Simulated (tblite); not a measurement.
A geometry optimisation, step by step.

Species: C4H13GeN.
Atom-mapped SMILES: `[CH3:1][C:2]([CH3:3])([CH3:4])[NH:5][GeH3:6]` (hydrogens: H7, H8, H9 on C1; H10, H11, H12 on C3; H13, H14, H15 on C4; H16 on N5; H17, H18, H19 on Ge6)

Computed with GFN2-xTB (tblite), gas phase: L-BFGS steps from a force-field or distance-geometry start until the largest atomic force falls under 0.01 eV/Å. 8 of its 149 geometries are shown.

Step 0: E = -545.0320 eV, largest atomic force 2.011 eV/Å
```
atom  x, y, z in Å  |  force x, y, z in eV/Å
C1     -0.073   -0.767    1.381    0.347  -0.414   1.937
C2     -0.383   -0.219    0.021   -1.080  -0.075  -0.113
C3     -1.504   -1.030   -0.621   -0.528  -0.456  -0.410
C4     -0.911    1.195    0.154   -1.617   0.919  -0.056
N5      0.697   -0.311   -0.906    0.893   0.280  -0.917
Ge6     2.246    0.561   -0.485    0.884   0.065  -0.197
H7      0.451   -1.751    1.353   -0.501   0.676  -0.150
H8      0.565   -0.086    2.010   -0.458  -0.488  -0.798
H9     -1.023   -0.871    1.972    0.785  -0.100  -0.617
H10    -2.446   -0.867   -0.071    0.367  -0.437  -0.326
H11    -1.231   -2.106   -0.670   -0.327   0.695   0.105
H12    -1.632   -0.662   -1.661   -0.174  -0.335   0.578
H13    -1.977    1.163    0.540    1.150   0.158  -0.237
H14    -0.981    1.634   -0.865    0.172   0.010   0.693
H15    -0.339    1.846    0.830    0.027  -0.301  -0.407
H16     0.324   -0.104   -1.866    0.735  -0.211   1.161
H17     2.292    1.946   -1.180    0.145  -0.415   0.243
H18     2.470    0.767    1.027   -0.192  -0.076  -0.606
H19     3.446   -0.328   -0.968   -0.631   0.505   0.118
```

Step 21: E = -545.5029 eV, largest atomic force 0.167 eV/Å
```
atom  x, y, z in Å  |  force x, y, z in eV/Å
C1     -0.135   -0.766    1.394   -0.011  -0.004   0.023
C2     -0.469   -0.192    0.019    0.156  -0.004  -0.060
C3     -1.536   -1.069   -0.643    0.025   0.028   0.017
C4     -0.972    1.250    0.151    0.000  -0.020  -0.017
N5      0.743   -0.261   -0.792    0.134   0.015  -0.031
Ge6     2.307    0.608   -0.479   -0.122   0.045   0.014
H7      0.358   -1.726    1.271   -0.021  -0.027   0.005
H8      0.540   -0.102    1.929   -0.023   0.017   0.017
H9     -1.039   -0.902    1.978   -0.042   0.020   0.072
H10    -2.456   -1.028   -0.069   -0.061  -0.030   0.017
H11    -1.193   -2.100   -0.683    0.004   0.001  -0.028
H12    -1.747   -0.733   -1.656    0.006   0.034  -0.008
H13    -1.942    1.280    0.638   -0.009   0.019   0.039
H14    -1.056    1.707   -0.833   -0.047  -0.008  -0.021
H15    -0.259    1.829    0.737   -0.009   0.015  -0.010
H16     0.506   -0.273   -1.778    0.022   0.003   0.046
H17     2.428    1.971   -1.119   -0.035  -0.008   0.016
H18     2.545    0.778    0.986   -0.029  -0.045  -0.016
H19     3.367   -0.263   -1.059    0.062  -0.052  -0.073
```

Step 42: E = -545.5326 eV, largest atomic force 0.076 eV/Å
```
atom  x, y, z in Å  |  force x, y, z in eV/Å
C1     -0.184   -0.744    1.428   -0.014   0.000   0.041
C2     -0.454   -0.198    0.027   -0.021  -0.004   0.031
C3     -1.510   -1.063   -0.668    0.009   0.008   0.008
C4     -0.963    1.244    0.131    0.008  -0.012  -0.003
N5      0.781   -0.297   -0.744   -0.023   0.002  -0.013
Ge6     2.317    0.615   -0.480    0.040   0.000  -0.005
H7      0.239   -1.742    1.364    0.010   0.001  -0.024
H8      0.520   -0.100    1.949    0.030   0.005   0.008
H9     -1.105   -0.787    2.002   -0.039   0.002   0.034
H10    -2.421   -1.114   -0.075    0.025   0.020   0.007
H11    -1.129   -2.072   -0.808   -0.017   0.007  -0.005
H12    -1.758   -0.641   -1.641   -0.004  -0.044  -0.008
H13    -1.857    1.291    0.748   -0.007  -0.008  -0.012
H14    -1.200    1.637   -0.856    0.033   0.013  -0.008
H15    -0.195    1.872    0.583    0.009   0.000  -0.015
H16     0.563   -0.409   -1.725    0.032   0.003  -0.069
H17     2.354    2.035   -0.998   -0.037   0.014   0.036
H18     2.634    0.641    0.978    0.003  -0.010   0.001
H19     3.359   -0.159   -1.224   -0.036   0.004  -0.002
```

Step 63: E = -545.5498 eV, largest atomic force 0.078 eV/Å
```
atom  x, y, z in Å  |  force x, y, z in eV/Å
C1     -0.191   -0.724    1.437    0.004   0.011   0.003
C2     -0.448   -0.213    0.021    0.012   0.007   0.001
C3     -1.520   -1.084   -0.640    0.020   0.008  -0.019
C4     -0.922    1.243    0.071   -0.015  -0.011   0.008
N5      0.789   -0.345   -0.746    0.002   0.019  -0.001
Ge6     2.290    0.621   -0.453    0.050  -0.060   0.000
H7      0.178   -1.746    1.393    0.010   0.018   0.019
H8      0.557   -0.102    1.924    0.003  -0.007   0.024
H9     -1.106   -0.699    2.022    0.011   0.001   0.010
H10    -2.432   -1.087   -0.047    0.022   0.019  -0.024
H11    -1.160   -2.106   -0.731   -0.007  -0.006  -0.006
H12    -1.750   -0.706   -1.634   -0.040  -0.020  -0.023
H13    -1.843    1.329    0.642   -0.031   0.008  -0.017
H14    -1.091    1.616   -0.938   -0.017   0.012   0.012
H15    -0.159    1.861    0.545   -0.016  -0.022   0.007
H16     0.581   -0.425   -1.734   -0.021  -0.012   0.021
H17     2.191    2.105   -0.705    0.014   0.035  -0.005
H18     2.730    0.424    0.961    0.011  -0.011  -0.009
H19     3.295    0.045   -1.395   -0.012   0.012  -0.001
```

Step 85: E = -545.5578 eV, largest atomic force 0.042 eV/Å
```
atom  x, y, z in Å  |  force x, y, z in eV/Å
C1     -0.188   -0.686    1.448    0.000  -0.004  -0.005
C2     -0.451   -0.206    0.022   -0.010   0.006  -0.009
C3     -1.510   -1.095   -0.638    0.009   0.002  -0.002
C4     -0.955    1.241    0.056   -0.015   0.008  -0.001
N5      0.788   -0.332   -0.739   -0.011   0.010  -0.013
Ge6     2.312    0.594   -0.449    0.001   0.023   0.000
H7      0.185   -1.707    1.429    0.003  -0.007   0.006
H8      0.560   -0.053    1.920   -0.004   0.005  -0.003
H9     -1.100   -0.649    2.038    0.000  -0.006   0.001
H10    -2.435   -1.072   -0.067    0.031  -0.029   0.000
H11    -1.154   -2.121   -0.697   -0.016   0.011   0.012
H12    -1.724   -0.744   -1.647    0.004  -0.007   0.011
H13    -1.916    1.298    0.561   -0.006   0.012   0.008
H14    -1.069    1.626   -0.956    0.010   0.000   0.003
H15    -0.242    1.867    0.591    0.001  -0.001  -0.025
H16     0.581   -0.423   -1.725   -0.009   0.018   0.003
H17     2.215    2.100   -0.539    0.002  -0.008   0.007
H18     2.851    0.252    0.901    0.000  -0.020   0.010
H19     3.241    0.121   -1.517    0.007  -0.015  -0.002
```

Step 106: E = -545.5720 eV, largest atomic force 0.071 eV/Å
```
atom  x, y, z in Å  |  force x, y, z in eV/Å
C1     -0.164   -0.587    1.439    0.012   0.008  -0.005
C2     -0.471   -0.167    0.004   -0.005   0.015   0.017
C3     -1.475   -1.149   -0.611    0.011  -0.002   0.019
C4     -1.058    1.249    0.004    0.002   0.016   0.007
N5      0.749   -0.231   -0.792   -0.005   0.044  -0.006
Ge6     2.361    0.487   -0.404    0.032  -0.019   0.041
H7      0.287   -1.577    1.450   -0.002   0.014  -0.012
H8      0.528    0.116    1.899    0.022   0.009  -0.038
H9     -1.078   -0.604    2.029    0.024  -0.026  -0.020
H10    -2.370   -1.217    0.000   -0.016   0.030  -0.010
H11    -1.022   -2.136   -0.673   -0.005  -0.013  -0.029
H12    -1.759   -0.832   -1.614    0.007  -0.012   0.031
H13    -2.009    1.269    0.532    0.020   0.027  -0.023
H14    -1.211    1.599   -1.016   -0.037  -0.027   0.023
H15    -0.364    1.929    0.498   -0.021   0.006  -0.004
H16     0.509   -0.092   -1.768    0.014  -0.041   0.012
H17     2.443    1.989   -0.214   -0.041  -0.054   0.021
H18     2.905   -0.169    0.827   -0.025   0.020  -0.044
H19     3.188    0.130   -1.597    0.014   0.005   0.020
```

Step 127: E = -545.5856 eV, largest atomic force 0.013 eV/Å
```
atom  x, y, z in Å  |  force x, y, z in eV/Å
C1     -0.120   -0.520    1.416   -0.003   0.000  -0.003
C2     -0.476   -0.146   -0.019   -0.002  -0.001   0.001
C3     -1.471   -1.165   -0.587    0.002   0.000   0.004
C4     -1.103    1.253   -0.052    0.005  -0.001   0.002
N5      0.736   -0.199   -0.825    0.000   0.005  -0.003
Ge6     2.364    0.418   -0.350   -0.001   0.002   0.001
H7      0.360   -1.495    1.431    0.000   0.006   0.007
H8      0.569    0.216    1.830   -0.002  -0.003   0.003
H9     -1.012   -0.552    2.037    0.002  -0.002  -0.007
H10    -2.351   -1.231    0.048   -0.001  -0.002  -0.012
H11    -1.003   -2.145   -0.643   -0.007   0.003   0.006
H12    -1.787   -0.874   -1.587    0.009  -0.009  -0.001
H13    -2.025    1.276    0.524    0.007   0.004   0.006
H14    -1.327    1.542   -1.077   -0.004   0.003   0.010
H15    -0.408    1.979    0.368   -0.004  -0.002  -0.006
H16     0.508   -0.031   -1.796    0.000   0.000  -0.003
H17     2.425    1.846    0.140    0.000  -0.004   0.005
H18     2.923   -0.462    0.724   -0.004   0.004  -0.002
H19     3.187    0.301   -1.590    0.004  -0.004  -0.008
```

Step 148: E = -545.5868 eV, largest atomic force 0.009 eV/Å
```
atom  x, y, z in Å  |  force x, y, z in eV/Å
C1     -0.118   -0.517    1.413   -0.001   0.001  -0.003
C2     -0.477   -0.143   -0.021   -0.002   0.000   0.001
C3     -1.466   -1.167   -0.589    0.000  -0.001   0.002
C4     -1.111    1.253   -0.046    0.001   0.000   0.003
N5      0.732   -0.185   -0.831    0.000  -0.006   0.004
Ge6     2.366    0.410   -0.351    0.006   0.000  -0.003
H7      0.381   -1.483    1.426    0.003   0.001   0.001
H8      0.556    0.230    1.833    0.000  -0.002   0.004
H9     -1.011   -0.569    2.031    0.002   0.002  -0.004
H10    -2.369   -1.201    0.015   -0.001  -0.003   0.000
H11    -1.010   -2.154   -0.596   -0.005   0.001  -0.003
H12    -1.740   -0.907   -1.609    0.002  -0.002  -0.001
H13    -2.012    1.279    0.563    0.001   0.003   0.001
H14    -1.373    1.533   -1.066    0.001  -0.001   0.005
H15    -0.404    1.985    0.343   -0.005   0.003  -0.004
H16     0.502    0.002   -1.798   -0.001  -0.001  -0.009
H17     2.442    1.832    0.156    0.002   0.001   0.000
H18     2.914   -0.486    0.713    0.002  -0.001   0.004
H19     3.187    0.297   -1.594   -0.004   0.003   0.004
```

Problem. Summarise the path.

Solution. The energy falls by 53.53 kJ/mol from step 0 to step 148; nine tenths of that is first reached at step 41. It falls at every step. The largest force goes from 2.011 to 0.009 eV/Å. Among the bonds Ge6–H19 changes most, from 1.570 to 1.493 Å; the atoms move by 0.557 Å rms after alignment.

The cost below is that of the whole relaxation. Hardware: an Arm Neoverse V1 with one thread (shared host). Cost: 0.99 s of wall time.
